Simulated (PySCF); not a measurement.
From a computed spectrum to the compound

A species of 5 atoms with charge -1 has these harmonic modes (BP86, small Gaussian bases with core potentials, PySCF 2.14.0):

| cm⁻¹ | km/mol | symmetry |
| --- | --- | --- |
| 74 | 0.0 | e |
| 74 | 0.0 | e |
| 84 | 9.1 | t2 |
| 84 | 9.1 | t2 |
| 84 | 9.1 | t2 |
| 289 | 0.0 | a1 |
| 302 | 74.5 | t2 |
| 302 | 74.5 | t2 |
| 302 | 74.5 | t2 |

Task: Which species is it, and in which structure?

Result: [GdCl4]− (singlet in the valence; each metal's 4f electrons, 7 of them, lie in its core potential, out of spins and levels):
```xyz
5

Gd    0.0000    0.0000    0.0000
Cl    1.4817    1.4817    1.4817
Cl   -1.4817   -1.4817    1.4817
Cl    1.4817   -1.4817   -1.4817
Cl   -1.4817    1.4817   -1.4817
```
Ideal gas at 298.15 K and 1 bar: S = 410.6 J/(mol K), Cp = 102.4 J/(mol K), H − H(0 K) = 24.5 kJ/mol (rigid rotor, harmonic modes, spin degeneracy alone, that of the 4f electrons in the core included). An lcecp potential fixes the number of 4f electrons, so in runs with it no electron can move into or out of that shell.
 This is one of several that fit.
